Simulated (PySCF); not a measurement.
# How many f electrons in TbF?

Unrestricted PBE0; basis Tb x2c-SVPall, F x2c-SVPall; spin-free X2C with a Gaussian nucleus; PySCF 2.14. The search starts from ions with several 4f fillings and holds each by maximum overlap.

The lowest solution has 2Ms+1 = 7, about 8.3 4f electrons, near 1.95 Å.

The lowest solution of each spin and filling, followed along the bond (rough minima from three points):

```
2Ms+1  4f population  ⟨S²⟩ at the start  R at minimum (Å)  Te (eV)
    7           8.26              12.02              1.95     0.00
    9           8.04              20.01              1.97     0.50
    7           9.00              12.02              2.04     0.95
    5           8.85               7.18              2.02     0.96
```

Solutions at the starting distance of 2.130 Å, counted from the lowest; the search is not exhaustive:

| 2Ms+1 | 4f population | E (eV) | ⟨S²⟩ | ⟨Lz²⟩ | μ (D) |
| --- | --- | --- | --- | --- | --- |
| 7 | 8.26 | 0.00 | 12.02 | 4.0 | -2.90 |
| 7 | 8.07 | 0.22 | 12.02 | 8.1 | -2.66 |
| 7 | 8.31 | 0.40 | 12.02 | 1.7 | -3.12 |
| 9 | 8.04 | 0.43 | 20.01 | 8.0 | -4.16 |
| 9 | 8.04 | 0.56 | 20.01 | 8.0 | -4.16 |
| 9 | 8.03 | 0.68 | 20.01 | 8.6 | -4.13 |
| 7 | 9.00 | 0.73 | 12.02 | 10.5 | -3.90 |
| 9 | 8.03 | 0.73 | 20.01 | 5.1 | -4.15 |
| 7 | 8.98 | 0.74 | 12.03 | 10.0 | -3.87 |
| 5 | 8.85 | 0.76 | 7.18 | 8.3 | -3.62 |
| 5 | 8.88 | 0.76 | 7.15 | 8.2 | -3.45 |
| 5 | 8.86 | 0.85 | 7.18 | 9.9 | -3.34 |
| 5 | 8.90 | 0.86 | 7.14 | 10.4 | -3.70 |

Partly filled real f orbitals mix terms, so no term symbols are given. A population far from a whole number shows f orbitals mixing with d and ligand orbitals, not a clean configuration. A positive dipole means Tb(−)F(+).

Spin–orbit coupling is left out. With d or f electrons several states lie close, and the lowest PBE0 determinant need not be the measured ground state.
